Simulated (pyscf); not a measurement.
•H₂C–GaH–OH → [H₃C–Ga–OH]• (hydrogen shift; doublet surface; Ga–H broken, C–H formed). Single points on ωB97X-D3(BJ)/def2-SVP structures (PySCF, gas phase). Correlated levels are frozen-core, on RHF or UHF. ΔMP2 is the change of the MP2 total energy from the triple- to the quadruple-zeta basis. Rate constants from transition-state theory at the high-pressure limit, CCSD(T)/def2-TZVPP + ΔMP2(QZVPP) energies (ideal gas, 1 atm, RRHO with modes under 100 cm⁻¹ raised to 100, one conformer, R ln 2 for chiral ones without a mode under 150 cm⁻¹; no tunnelling), k in s⁻¹.

```json
[
 {"T (K)": "298", "1000/T": "3.354", "log10 k": "-17.15"},
 {"T (K)": "600", "1000/T": "1.667", "log10 k": "-1.96"},
 {"T (K)": "900", "1000/T": "1.111", "log10 k": "?"},
 {"T (K)": "1200", "1000/T": "0.833", "log10 k": "5.56"}
]
```

Task: Fit an Arrhenius line to the three values, give the activation energy, and predict k at 900 K.

Result: Least squares gives log10 k = 13.06 − 9.01 × 1000/T, so Ea = 9.01 × ln 10 × 1.987 = 41.2 kcal/mol, against an electronic barrier of 41.8. At 900 K the line gives 3.05; the computed value is 3.05 (ΔG‡ = 42.1 kcal/mol), close to the line. One saddle was located; it need not be the lowest between these sides. The CCSD(T) − MP2 part came from Ansatz, without density fitting, on the same reference. A UHF reference is spin-contaminated (<S²> up to 0.90), which harms MP2 most. The frozen core leaves the outer d or s,p core shells of the metals and heavy elements correlated in the MP2 and CC values, and def2-TZVPP describes them poorly, which can shift differences by a few kcal/mol. Elements up to Kr have no core potential and no relativistic terms here.
